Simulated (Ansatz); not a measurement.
Relaxation of C$_{2}$H$_{7}$FOSiSn (13 atoms, charge 0, multiplicity 1), to a largest force component of 0.015 eV/Å in at most 40 steps.

Theory: RKS B3LYP/def2-SVP in Ansatz 0.2.0.

```xyz
13
Properties=species:S:1:pos:R:3
O -0.422 2.019 0.079
C -0.599 1.174 -1.005
C -1.490 0.035 -0.701
F -2.119 -0.394 -1.777
Sn 0.623 -0.619 -0.778
Si 1.317 -1.066 1.606
H 0.421 2.527 -0.075
H -0.680 1.643 -2.021
H -1.954 0.060 0.347
H 0.612 -1.931 -1.887
H 2.601 -1.780 1.632
H 0.320 -1.916 2.272
H 1.389 0.215 2.322
```

Problem. Where does it end, and by what steps?

Solution. The forces met the threshold. The force dipped under the threshold on the way, but the program's further checks kept it going. After 37 steps the energy has fallen by 1.185 eV; H12 moved furthest, 0.85 Å. Parted: C2–Sn5 (2.18 → 2.88 Å), C3–Sn5 (2.21 → 2.91 Å).

| step | energy less start (eV) | largest force component (eV/Å) | accepted |
| --- | --- | --- | --- |
| 0 | 0.0000 | 2.361 | yes |
| 2 | -0.4335 | 0.756 | yes |
| 4 | -0.7685 | 2.772 | yes |
| 6 | -1.0397 | 1.327 | yes |
| 8 | -1.1438 | 0.752 | yes |
| 10 | -1.1631 | 0.156 | yes |
| 12 | -1.1651 | 0.037 | yes |
| 14 | -1.1658 | 0.045 | yes |
| 16 | -1.1660 | 0.022 | yes |
| 18 | -1.1665 | 0.036 | yes |
| 20 | -1.1669 | 0.041 | yes |
| 22 | -1.1675 | 0.091 | yes |
| 24 | -1.1689 | 0.086 | yes |
| 26 | -1.1712 | 0.171 | yes |
| 28 | -1.1777 | 0.234 | yes |
| 30 | -1.1811 | 0.112 | yes |
| 32 | -1.1834 | 0.054 | yes |
| 34 | -1.1846 | 0.024 | yes |
| 36 | -1.1850 | 0.021 | yes |
| 37 | -1.1850 | 0.012 | yes |

```xyz
13
Properties=species:S:1:pos:R:3
O -0.508 1.814 0.320
C -0.856 1.246 -0.855
C -1.519 0.064 -0.883
F -2.021 -0.383 -2.035
Sn 1.281 -0.654 -1.205
Si 1.362 -0.877 1.474
H 0.214 2.443 0.190
H -0.718 1.810 -1.785
H -1.782 -0.522 0.001
H 0.325 -2.155 -1.323
H 2.254 -2.026 1.844
H 0.040 -1.130 2.136
H 1.948 0.334 2.135
```

Time of the run: 80 s on 2 threads of AMD EPYC 9R45 96-Core Processor (Zen 5), on a shared host, peak memory 0.43 GiB.
